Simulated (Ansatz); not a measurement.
Cost and result for the atomization energy of C₉H₂₀O₄ (`CCOC(OCC)(OCC)OCC`) (33 atoms, 32 bonds).

```
atom   x (Å)   y (Å)   z (Å)
  C1  -2.752  -0.663  -2.292
  C2  -2.128  -0.496  -0.930
  O3  -0.813   0.008  -1.117
  C4   0.000   0.000   0.000
  O5  -0.656   0.685   1.004
  C6   0.005   0.725   2.261
  C7  -0.713   1.731   3.124
  O8   1.203   0.581  -0.350
  C9   1.123   1.883  -0.913
 C10   2.520   2.446  -0.966
 O11   0.265  -1.274   0.463
 C12   1.000  -2.113  -0.418
 C13   0.946  -3.514   0.134
 H14  -2.184  -1.372  -2.897
 H15  -3.774  -1.035  -2.193
 H16  -2.784   0.291  -2.822
 H17  -2.082  -1.451  -0.397
 H18  -2.704   0.203  -0.316
 H19  -0.014  -0.269   2.716
 H20   1.052   1.008   2.115
 H21  -0.680   2.726   2.674
 H22  -1.760   1.450   3.255
 H23  -0.245   1.782   4.109
 H24   0.468   2.509  -0.297
 H25   0.684   1.823  -1.913
 H26   3.169   1.811  -1.572
 H27   2.950   2.519   0.035
 H28   2.505   3.444  -1.409
 H29   0.561  -2.066  -1.420
 H30   2.032  -1.756  -0.488
 H31   1.375  -3.551   1.137
 H32  -0.083  -3.873   0.188
 H33   1.515  -4.192  -0.507
```

Total charge 0; spin multiplicity 1. The structure was optimised at the PBE0-D4/def2-TZVP level. It is one conformer, not always the lowest. Program: Ansatz. All runs use 11 threads of an AMD EPYC 7R13 on a shared host and a whole NVIDIA H100 80 GB. Times are those of one run each, without the atoms' runs, and a repeat can differ threefold. Electronic energies, without spin–orbit coupling; frozen cores. CCSD(T)/CBS adds CCSD(T) − MP2 in def2-TZVPP to the MP2 limit, and its time is that of the two runs behind it. T1 = 0.011.

CCSD(T)/CBS is a level of theory with its own doubt, some kJ/mol a heavy atom from the limit and from the frozen cores, so smaller differences don't rank the functionals.

```tsv
level	functions	atomization (kcal/mol)	difference from CCSD(T)/CBS	per bond
ωB97X-V/def2-TZVPP	683	3178.4	7.7	0.2
PBE-QIDH/def2-TZVPP	683	3158.9	-11.8	-0.4
BLYP-D4/def2-TZVPP	683	3161.5	-9.2	-0.3
PBE-D4/def2-TZVPP (with forces)	683	3244.2	73.5	2.3
CCSD(T)/CBS(def2)	–	3170.7	0.0	0.0
CCSD(T)/def2-SVP	282	3044.0	-126.7	-4.0
r2SCANh-D4/def2-TZVPP	683	3161.9	-8.8	-0.3
CCSD(T)/def2-TZVPP	683	3097.5	-73.2	-2.3
ωB97M-V/def2-TZVPP (with forces)	683	3181.5	10.8	0.3
BHLYP-D4/def2-TZVPP	683	3074.9	-95.8	-3.0
B97M-V/def2-TZVPP	683	3172.2	1.5	0.0
MP2/def2-QZVPP	1341	3190.1	19.4	0.6
revPBE-D4/def2-TZVPP	683	3162.8	-7.9	-0.2
```

(1) Order the runs by time, with rough figures. (Best estimate.)

## Answers

(1) The calculation gave: BLYP-D4/def2-TZVPP 2.5 s; BHLYP-D4/def2-TZVPP 2.5 s; revPBE-D4/def2-TZVPP 2.6 s; r2SCANh-D4/def2-TZVPP 2.9 s; ωB97X-V/def2-TZVPP 3.4 s; PBE-D4/def2-TZVPP (with forces) 3.5 s; B97M-V/def2-TZVPP 3.6 s; PBE-QIDH/def2-TZVPP 4.4 s; ωB97M-V/def2-TZVPP (with forces) 5.5 s; CCSD(T)/def2-SVP 8.5 s; MP2/def2-QZVPP 9 s; CCSD(T)/def2-TZVPP 4.3 min; CCSD(T)/CBS(def2) 4.4 min.

In def2-TZVPP, CCSD(T) changes the Hartree–Fock value by +789.5 kcal/mol (the triples alone add +45.9 kcal/mol) and MP2 by +839.2 kcal/mol; breaking electron pairs costs correlation energy, which Hartree–Fock lacks. From r2SCAN to r2SCAN0 (25 % exact exchange), in def2-TZVPP and without D4, the atomization energy moves by −45.8 kcal/mol: exact exchange takes away binding that semilocal exchange gives to molecules. Leaving LDA and LC-ωPBE aside and taking each functional with its dispersion term where it has one, the values spread over 169.3 kcal/mol, from BHLYP-D4 to PBE-D4. LDA lies +434.5 kcal/mol from PBE without D4, its usual overbinding.
